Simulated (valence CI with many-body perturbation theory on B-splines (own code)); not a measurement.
**Sensitivity of CI+MBPT for Tb³²⁺**

Computed by valence CI with perturbative core correlation (CI+MBPT): five valence electrons over a frozen Dirac-Fock core [Ar] 3d10, a basis of 6 s, 6 p, 5 d, 3 f, 1 g functions for each j, with the one-electron correlation potential Σ1 (screened to all orders), the two-electron term Σ2, the three-electron term Σ3, Breit, model QED; selected single and double excitations, second order for the rest, scaled by the run's own slope (own B-spline code, finite nucleus).

No measured spectrum was set against this ion. As an estimate, large intervals hold to a few tenths of a per cent, small ones and those within an open d or f shell to about a per cent. Among the levels kept, up to 410 cm⁻¹ of a level comes from second order outside the variational space, and about a tenth of that is noise between levels of different J, which matters for small intervals.

The reference run has the lowest level (4s^2 4p1/2^2 4p3/2) J=3/2 and an ionisation energy of 1302.74 eV. Its largest variational space holds 10000 state functions.

Levels are named by their leading jj configuration (3d3/2^4 stands for four electrons in 3d with j = 3/2), which in mixed levels can hold well under half, so a name can repeat and another be missing. Letters in brackets count levels of one name in rising energy.

Changed runs:
A. scale of Σ1 1 → 0.9
B. Breit term on → off; QED terms on → off
C. cutoff of virtual states (hartree) 8450 → 9120; scale of Σ1 1 → 0.8
D. start configuration 4s2 4p3 → 4s2 4p4 (bad on purpose)

Excitation energies of the reference run in cm⁻¹, and shifts in cm⁻¹:

| Level | Reference | A | B | C |
| --- | --- | --- | --- | --- |
| (4s^2 4p1/2 4p3/2^2) J=3/2 | 339639 | -143 | +3949 | -285 |
| (4s^2 4p1/2 4p3/2^2) J=5/2 | 375803 | -144 | +4223 | -289 |
| (4s^2 4p1/2 4p3/2^2) J=1/2 | 421200 | -146 | +3912 | -292 |
| (4s^2 4p3/2^3) J=3/2 | 766739 | -289 | +7974 | -579 |
| (4s 4p1/2^2 4p3/2^2) J=5/2 | 936163 | -78 | +5696 | -154 |
| (4s^2 4p1/2^2 4d3/2) J=3/2 | 970515 | +79 | +3565 | +159 |
| (4s 4p1/2^2 4p3/2^2) J=1/2 | 1046540 | -94 | +5635 | -186 |
| (4s 4p1/2^2 4p3/2^2) J=3/2 | 1075290 | -49 | +5304 | -97 |
| (4s^2 4p1/2^2 4d5/2) J=5/2 | 1118160 | +55 | +5028 | +112 |
| (4s 4p1/2 4p3/2^3) J=3/2 [a] | 1292300 | -176 | +8888 | -350 |
| (4s^2 4p1/2 4p3/2 4d3/2) J=5/2 [a] | 1316780 | -61 | +7729 | -122 |
| (4s^2 4p1/2 4p3/2 4d3/2) J=1/2 [a] | 1319440 | -40 | +7149 | -79 |
| Ionisation energy (eV) | 1302.74 | -0.14 | +0.85 | -0.29 |

Run D: It gave no result: the electrons of core and valence do not add up to the charge. The program said: "core and valence hold 34 electrons, the ion has 33".
